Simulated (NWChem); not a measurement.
System: CHBF4; SMILES FBC(F)(F)F

```xyz
7

B      0.6958    -1.0530     0.0000
C      0.0089     0.4035     0.0000
F     -1.3242     0.3690     0.0000
F      0.3981     1.0931    -1.0833
F      0.3981     1.0931     1.0833
F     -0.0749    -2.1088     0.0000
H      1.8936    -1.1725     0.0000
```
Atoms are numbered in this order, from 1.

Computed with NWChem. Geometry: optimised at PBE0/def2-SVP. Level SCAN/def2-SVP: energy and gradient on several grids; changes count from the extra-fine grid, which is no exact limit either.

| grid | size of the energy change (μHa) | largest change of a gradient component (μHa/bohr) | time, medium = 1 (rough) |
|---|---|---|---|
| xcoarse | 20000 | 6000 | about 1 |
| coarse | 800 | 2000 | about 1 |
| medium | 20000 | 800 | about 1 |
| fine | 2000 | 700 | about 1 |
| xfine | < 10 | < 30 | 2 |
